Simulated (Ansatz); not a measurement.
Reaction (ligand exchange at the As–S bond): `[GeH3][S]S[AsH2]` + `C[SeH]` → `C[Se][AsH2]` + `S[S][GeH3]`

Calculated with Ansatz (gas phase, PBE0-D4/def2-TZVP geometries, no zero-point term in ΔE). CCSD(T)/CBS is the MP2 limit (def2-TZVPP, def2-QZVPP) plus CCSD(T) − MP2 in def2-TZVPP, frozen cores. DFT in def2-TZVPP. For As, Ge, Se outer-core shells are correlated without core-valence functions, which leaves a few kJ/mol of doubt a bond. Scalar relativity is left out up to krypton. Each species was taken in one conformer, which may not be the lowest.

```
      level  ΔE (kJ/mol)
    PBE0-D4        -11.2
HF/def2-SVP        -17.8
```

**Question.** What does CCSD(T)/CBS give? (Estimate.)

**Answer.** Ansatz gave: -11.2 kJ/mol. The listed levels differ from it by 0.0, -6.6 kJ/mol.

Largest T1 diagnostic among the species: 0.013.

Leaving LDA and LC-ωPBE aside and taking each functional with its dispersion term where it has one, the values, not all of them listed here, spread over 5.8 kJ/mol, from r2SCAN0-D4 to BLYP-D4. LDA lies +3.4 kJ/mol from PBE without D4. From BLYP to BHLYP (50 % exact exchange), in def2-TZVPP and without D4, ΔE moves by −3.6 kJ/mol. In def2-TZVPP, CCSD(T) changes the Hartree–Fock value by +7.9 kJ/mol (the triples alone add +2.0 kJ/mol) and MP2 by +8.9 kJ/mol.
